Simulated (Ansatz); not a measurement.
Process, species as SMILES: [F][Ge][F] → [F][Ge] + F atom (the F-Ge bond at the site shown breaks; other sites are not compared here)
Geometries: B3LYP-D3(BJ)/def2-TZVP minima from Ansatz (a program for electronic structure).
Geometry of the first species:
SMILES: [F][Ge][F]
```xyz
3

Ge     0.0109    -0.0062     0.4176
F      0.6316     1.1604    -0.7423
F     -0.6702    -1.1385    -0.7424
```
Charge 0, spin multiplicity 1.

Quantity: bond dissociation energy (electronic energy difference), in kJ/mol. Valence correlation only, unless marked. UHF or UKS for open shells. Spin-orbit coupling is left out. Frozen are the shells of the preceding noble gas and the d and f shells that filled before the atom's block. No relativistic terms. CBS(X,Y): correlation extrapolated as X^-3; Hartree-Fock from the larger set.

CCSD(T)/CBS(cc-pVTZ,cc-pVQZ) (Ansatz) gives 572.4 kJ/mol.

**Question.** Another calculation gave 515.7 kJ/mol. Which level was it?
A) SVWN5/def2-TZVPD (Ansatz)
B) BHLYP/def2-TZVPD (Ansatz)
C) HSE06/def2-TZVPD (Ansatz)
D) r2SCAN/def2-TZVPD (Ansatz)

**Answer.** B, BHLYP/def2-TZVPD (Ansatz). The others give 561.3 (r2SCAN), 546.9 (HSE06), 664.5 (SVWN5) kJ/mol.
